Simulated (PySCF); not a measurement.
Vertical excitations of a molecule C4H7B from TDA-M06-2X/def2-SVPD (PySCF), as energy in eV (oscillator strength): 4.47 (0.000), 6.07 (0.078), 6.25 (0.001), 6.75 (0.006), 7.06 (0.000), 7.34 (0.063), 7.95 (0.039), 8.16 (0.003), 8.62 (0.193), 8.68 (0.637). Lowest triplet (TDA): 4.30 eV. Coordinates come from a B3LYP-D3(BJ)/def2-SVP optimisation. One conformer was computed; it need not be the lowest.

Question: Which structure fits?
(A) CB1C=CC1
(B) C=CBC=C
(C) C#CB(C)C

Answer: C, C#CB(C)C
